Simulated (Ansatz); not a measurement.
Geometry optimisation, RKS B3LYP-D4/def2-SVP (Ansatz).

Input:

```yaml
crystal:
  periodic: [false, false, false]
  atoms:
    - { symbol: W, position_ang: [0.10994, 0.195395, 0.093936] }
    - { symbol: Cl, position_ang: [-0.285179, -0.135923, 2.409628] }
    - { symbol: H, position_ang: [1.356589, -0.585949, -0.75619] }
    - { symbol: H, position_ang: [-0.769081, 1.32606, -0.817499] }
    - { symbol: H, position_ang: [-1.456034, -0.288015, -0.138593] }
    - { symbol: H, position_ang: [-0.22215, -1.417263, -0.080128] }
    - { symbol: H, position_ang: [-0.341256, -0.368482, -1.415545] }
    - { symbol: S, position_ang: [2.367919, 2.392146, 1.842713] }
    - { symbol: H, position_ang: [3.333248, 1.44282, 1.832768] }
    - { symbol: H, position_ang: [1.557504, 1.643611, 2.67591] }
basis:
  gaussian: { orbitals: def2-SVP }
hamiltonian:
  xc: b3lyp
  dispersion: d4
relax:
  f_tol: 0.03
  max_steps: 50
```

Command:

```bash
$ ansatz run input.yaml --threads 2 --pin off --max-ram 3072MiB --backend cpu --events-out ev --progress --plain --runs-dir out
```

Question: Where does it end, and by what steps?

Answer: The run converged. After 16 steps the energy has fallen by 0.769 eV; H10 moved furthest, 1.37 Å. Joined: W1–S8 (3.60 → 2.55 Å).

```json
{"step": "0", "energy less start (eV)": "0.0000", "largest force component (eV/Å)": "0.772", "accepted": "yes"}
{"step": "1", "energy less start (eV)": "-0.1314", "largest force component (eV/Å)": "0.716", "accepted": "yes"}
{"step": "2", "energy less start (eV)": "-0.2477", "largest force component (eV/Å)": "0.637", "accepted": "yes"}
{"step": "3", "energy less start (eV)": "-0.3382", "largest force component (eV/Å)": "0.309", "accepted": "yes"}
{"step": "4", "energy less start (eV)": "-0.3634", "largest force component (eV/Å)": "0.320", "accepted": "yes"}
{"step": "5", "energy less start (eV)": "-0.4176", "largest force component (eV/Å)": "0.202", "accepted": "yes"}
{"step": "6", "energy less start (eV)": "-0.4194", "largest force component (eV/Å)": "0.380", "accepted": "yes"}
{"step": "7", "energy less start (eV)": "-0.4401", "largest force component (eV/Å)": "0.445", "accepted": "yes"}
{"step": "8", "energy less start (eV)": "-0.4617", "largest force component (eV/Å)": "0.814", "accepted": "yes"}
{"step": "9", "energy less start (eV)": "-0.4933", "largest force component (eV/Å)": "0.788", "accepted": "yes"}
{"step": "10", "energy less start (eV)": "-0.5710", "largest force component (eV/Å)": "0.545", "accepted": "yes"}
{"step": "11", "energy less start (eV)": "-0.6371", "largest force component (eV/Å)": "0.604", "accepted": "yes"}
{"step": "12", "energy less start (eV)": "-0.7128", "largest force component (eV/Å)": "0.995", "accepted": "yes"}
{"step": "13", "energy less start (eV)": "-0.7545", "largest force component (eV/Å)": "0.403", "accepted": "yes"}
{"step": "14", "energy less start (eV)": "-0.7554", "largest force component (eV/Å)": "0.222", "accepted": "yes"}
{"step": "15", "energy less start (eV)": "-0.7690", "largest force component (eV/Å)": "0.037", "accepted": "yes"}
{"step": "16", "energy less start (eV)": "-0.7692", "largest force component (eV/Å)": "0.011", "accepted": "yes"}
```

```xyz
10
Properties=species:S:1:pos:R:3
W 0.097 -0.029 0.677
Cl -0.944 -1.215 2.377
H 1.525 -0.666 0.011
H -0.503 1.511 0.283
H -1.276 0.022 -0.264
H -0.073 -1.266 -0.425
H 0.311 0.377 -0.962
S 1.968 1.707 0.740
H 2.943 1.162 1.514
H 1.604 2.601 1.696
```

Whether the end is a true minimum wasn't checked by a vibrational analysis.

Run time: 43 s on 2 threads of Intel(R) Xeon(R) Platinum 8488C (Sapphire Rapids), on a shared host, peak memory 0.24 GiB.
